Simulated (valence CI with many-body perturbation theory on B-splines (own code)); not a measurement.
From CI to CI+MBPT in Os52+

Computed by relativistic CI+MBPT: six valence electrons over a frozen Dirac-Fock core [Ar], radial functions for each j: 7 s, 7 p, 8 d, 6 f, 4 g, 1 h, with the one-electron correlation potential Σ1 (screened to all orders), the two-electron term Σ2, the three-electron term Σ3, Breit, model QED; selected single and double excitations, second order for the rest, scaled by the run's own slope (own B-spline code, finite nucleus).

No measured spectrum was set against this ion. As an estimate, large intervals hold to a few tenths of a per cent, small ones and those within an open d or f shell to about a per cent. Core correlation moves these levels by up to 17000 cm⁻¹, and in measured spectra 5 to 20 % of such shifts remained as error; rates that hang on mixing are uncertain with them. Among the levels kept, up to 1100 cm⁻¹ of a level comes from second order outside the variational space, and about a tenth of that is noise between levels of different J, which matters for small intervals. The list stops below the first excitations out of the core. Only levels of the ground parity were solved; by the run's estimate the other parity begins above the list, which can be wrong where configurations are misplaced.

Each rung adds one term. CI alone is the Dirac-Coulomb CI over the frozen core; QED comes last and gives the full result, which names the levels. Energies are above (3d3/2^4 3d5/2^2) J=4 on the same rung, in eV.

Levels are named by their leading jj configuration (3d3/2^4 stands for four electrons in 3d with j = 3/2), which in mixed levels can hold well under half, so a name can repeat and another be missing. Letters in brackets count levels of one name in rising energy.

```tsv
Level	CI alone
(3d3/2^4 3d5/2^2) J=2	7.92
(3d3/2^4 3d5/2^2) J=0	26.33
(3d3/2^3 3d5/2^3) J=3 [a]	72.36
(3d3/2^3 3d5/2^3) J=4 [a]	74.00
(3d3/2^3 3d5/2^3) J=1 [a]	77.14
(3d3/2^3 3d5/2^3) J=6	84.01
(3d3/2^3 3d5/2^3) J=5	83.35
(3d3/2^3 3d5/2^3) J=2 [a]	89.94
(3d3/2^3 3d5/2^3) J=3 [b]	91.62
(3d3/2^3 3d5/2^3) J=0	100.98
(3d3/2^3 3d5/2^3) J=4 [b]	106.26
(3d3/2^3 3d5/2^3) J=1 [b]	105.84
(3d3/2^3 3d5/2^3) J=2 [b]	106.56
(3d3/2^3 3d5/2^3) J=3 [c]	108.36
(3d3/2^2 3d5/2^4) J=2 [a]	150.81
(3d3/2^2 3d5/2^4) J=0 [a]	153.37
```

(1) What do these energies become with core correlation, Breit and QED?

(2) How does the ionisation energy move along the ladder, and which term matters most?

## Answers

(1) (3d3/2^4 3d5/2^2) J=2 8.09 (+0.165); (3d3/2^4 3d5/2^2) J=0 27.11 (+0.775); (3d3/2^3 3d5/2^3) J=3 [a] 72.35 (-0.015); (3d3/2^3 3d5/2^3) J=4 [a] 73.59 (-0.408); (3d3/2^3 3d5/2^3) J=1 [a] 77.46 (+0.322); (3d3/2^3 3d5/2^3) J=6 81.54 (-2.475); (3d3/2^3 3d5/2^3) J=5 81.67 (-1.685); (3d3/2^3 3d5/2^3) J=2 [a] 88.94 (-1.002); (3d3/2^3 3d5/2^3) J=3 [b] 90.45 (-1.167); (3d3/2^3 3d5/2^3) J=0 99.86 (-1.127); (3d3/2^3 3d5/2^3) J=4 [b] 104.73 (-1.531); (3d3/2^3 3d5/2^3) J=1 [b] 105.68 (-0.158); (3d3/2^3 3d5/2^3) J=2 [b] 105.72 (-0.841); (3d3/2^3 3d5/2^3) J=3 [c] 107.30 (-1.056); (3d3/2^2 3d5/2^4) J=2 [a] 150.39 (-0.422); (3d3/2^2 3d5/2^4) J=0 [a] 153.49 (+0.120).

(2) CI alone 4903.4, + Σ1 4905.6, + Σ2 4918.7, + Σ3 4919.1, + Breit 4916.8, + QED 4916.9 eV. The largest step is Σ2, 13.1 eV. NIST lists 4917 ± 4 eV (theoretical).
